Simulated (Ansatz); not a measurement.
# Match the barriers

Saddle point of Si2H6Cl2O2, singlet (Si₂H₄Cl₂O ([OH][Si]([SiH3])([Cl])[Cl]) + H₂O → SiH₂Cl₂O₂ ([OH][Si]([OH])([Cl])[Cl]) + SiH₄; bonds formed: Si1–O7, Si2–H6; bonds broken: Si1–Si2, H6–O7), PBE0-D4/def2-TZVP structure:

Si1  (-0.323, 0.290, -0.836)
Si2  (0.363, -1.166, 1.310)
Cl3  (0.119, -0.747, -2.540)
Cl4  (-2.169, -0.668, -0.334)
O5  (-0.934, 1.810, -0.943)
H6  (1.030, 0.206, 0.342)
O7  (1.331, 0.980, -0.607)
H8  (1.710, -1.204, 1.958)
H9  (0.102, -2.491, 0.706)
H10  (-0.638, -0.792, 2.335)
H11  (-1.893, 1.851, -0.954)
H12  (1.303, 1.931, -0.436)
(Å)

Program: Ansatz 0.2.0. Basis: def2-TZVPP, with def2-QZVPP for the basis limit. Cores are frozen in the correlated methods. Extrapolation: Hartree–Fock as exp(−7.88 √X), correlation as X^−2.97. Four methods, as single points on the PBE0-D4 structures, gave these electronic barriers from the start structure: 1.217, 1.670, 1.992, 2.802 eV.

Task: The methods were, in alphabetical order, CCSD(T), HF, r2SCAN-D4, SPW92. Which gave which? (Judge from chemistry; the calculation decides.)

Result: By the calculation: SPW92 1.217; r2SCAN-D4 1.670; CCSD(T) 1.992; HF 2.802 eV. For comparison, CCSD(T) at an estimated basis limit (MP2 extrapolated from triple and quadruple zeta, plus CCSD(T) − MP2 in triple zeta) gives 1.969 eV.

T1 diagnostic: at most 0.013.

Labels in which every atom is bracketed show which atoms are joined, not bond orders.

For scale, one of the runs: CCSD(T)/def2-TZVPP, 314 basis functions, launched by `ansatz run in.yaml --threads 4 --pin off --events-out ev --progress --plain --max-ram 66560MiB --backend cuda --devices 0, --max-vram 37GiB`. Hardware: 4 CPU threads of an AMD EPYC 7R13 and a share of one NVIDIA H100, shared host. Wall time 13 s; peak host memory 0.83 GiB.
